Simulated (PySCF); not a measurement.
# WHCl, quintet: computed properties

All numbers come from UPBE0/[W def2-TZVP with ECP60, H def2-TZVP, Cl def2-TZVP], scalar-relativistic core potentials, density fitting, no spin–orbit coupling, PySCF.

The structure is a minimum.

Coordinates in bohr (charge 0 multiplicity 5):
```
W    -0.5655    0.0000   -0.3643
H    -3.4324    0.0000    1.1575
Cl    3.0734    0.0000    1.8787
```

```json
{"Point group": "Cs", "Bond lengths": "W–Cl 2.262 Å, W–H 1.718 Å", "Bond angles": "Cl–W–H 120.4°", "Atomisation energy without zero-point energy": "739 kJ/mol", "Rotational constants": "7.734, 0.111, 0.1094 cm⁻¹", "Spin squared ⟨S²⟩": "6.022", "Lowest empty level (α)": "-2.73 eV", "Rotational symmetry number": "1", "Heat capacity Cp at 298.15 K": "45.3 J/(mol K)", "Dipole moment": "2.51 D", "Zero-point energy": "16.7 kJ/mol", "Principal quadrupole moments (Buckingham, traceless) about the centre of mass": "-3.59, 1.61, 1.99 D Å", "Enthalpy at 298.15 K above 0 K": "11.45 kJ/mol", "Highest occupied level (α)": "-6.19 eV", "Principal polarisabilities": "53.7, 54.0, 69.6 bohr³", "Entropy at 298.15 K and 1 bar (electronic part: spin only)": "290.6 J/(mol K)"}
```

Harmonic modes (masses in u: W 183.951, H 1.008, Cl 34.969):
```csv
symmetry,ω (cm⁻¹),IR (km/mol),type
a',387,18.0,mixed
a',451,71.2,bend
a',1951,152,stretch
```

Charges (e):
```json
{"atom": "W1", "Mulliken": "0.46", "Löwdin": "0.10", "polar tensor": "0.80", "spin (Mulliken)": "4.13", "Mayer order to W1": "–"}
{"atom": "H2", "Mulliken": "-0.10", "Löwdin": "-0.12", "polar tensor": "-0.26", "spin (Mulliken)": "-0.13", "Mayer order to W1": "0.97"}
{"atom": "Cl3", "Mulliken": "-0.36", "Löwdin": "0.02", "polar tensor": "-0.54", "spin (Mulliken)": "0.00", "Mayer order to W1": "1.13"}
```

Mulliken populations on W1 (electrons outside its core potential): s 2.85, p 6.25, d 4.42, f 0.02.

This need not be the most stable arrangement of these atoms. With open d or f shells other occupations or spin states may lie lower. Spin–orbit coupling, left out here, can matter for elements this heavy.

The final relaxation and frequency run took 41 s on 2 threads of a shared Arm Neoverse V1 host, with 83 basis functions and 14 gradients; the process peaked at 0.79 GiB. Launch command: `OMP_NUM_THREADS=2 python axn.py task.json out`.
